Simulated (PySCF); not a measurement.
Fill in the blanks.

Compound: C₄H₁₂O₂Si₃.
SMILES: `O=C(O)[C@@H]([SiH3])[Si@@H]1C[C@@H]1[SiH3]`

Conformer (atom-mapped SMILES and torsion angles): `[O:1]=[C:2]([OH:3])[C@@H:4]([SiH3:5])[Si@@H:6]1[CH2:7][C@@H:8]1[SiH3:9]`: O1–C2–C4–Si5 -82°, C2–C4–Si6–C7 162°, H–O3–C2–O1 -1°.

```json
{"property": "point group of the GFN2-xTB geometry", "level": "GFN2-xTB", "value": "?"}
{"property": "rotational constants A, B, C of the GFN2-xTB geometry", "level": "GFN2-xTB", "value": "?"}
{"property": "dipole moment", "level": "PBE0/pcSseg-1", "value": "1.11 D"}
{"property": "HOMO energy", "level": "PBE0/pcSseg-1", "value": "?"}
{"property": "LUMO energy", "level": "PBE0/pcSseg-1", "value": "?"}
{"property": "13C chemical shifts (computed TMS as zero) by class", "level": "GIAO PBE0/pcSseg-1", "value": "182.8 (1 C), 13.9 (1 C), 1.1 (1 C), -7.7 (1 C) ppm"}
{"property": "1H chemical shifts (computed TMS as zero) by class", "level": "GIAO PBE0/pcSseg-1", "value": "?"}
{"property": "isotropic shieldings of nuclei other than C and H, by class", "level": "GIAO PBE0/pcSseg-1", "value": "?"}
```

Electronic properties: PySCF, gas phase, density fitting. NMR classes are plain means over equivalent atoms (diastereotopic ones count apart unless rotation or inversion swaps them), as if these changed places fast; in this geometry the members of some classes differ.

Problem. The rotational constants A, B, C of the GFN2-xTB geometry?

Solution. 1.325, 0.611, 0.527 GHz.

Problem. The HOMO energy?

Solution. -6.88 eV.

Problem. The LUMO energy?

Solution. -0.13 eV.

Problem. The 1H chemical shifts (computed TMS as zero) by class?

Solution. 6.10 (1 H), 4.28 (3 H), 4.05 (3 H), 3.88 (1 H), 1.53 (1 H), 0.85 (1 H), 0.21 (1 H), -0.04 (1 H) ppm.

Problem. What is the point group of the GFN2-xTB geometry?

Solution. C1.

Problem. Give the isotropic shieldings of nuclei other than C and H, by class.

Solution. -97 (1 O), 119 (1 O), 408 (1 Si), 419 (1 Si), 460 (1 Si) ppm.

The dipole equals about 3.7 × 10⁻³⁰ C·m (1 D = 3.33564 × 10⁻³⁰ C·m). A dipole of 1.11 D is allowed in C1, and pure rotational transitions are dipole-allowed. The rotational constants make it an asymmetric top with κ = (2B − A − C)/(A − C) = -0.79, nearer the prolate limit (−1).

One conformer stands for the species.
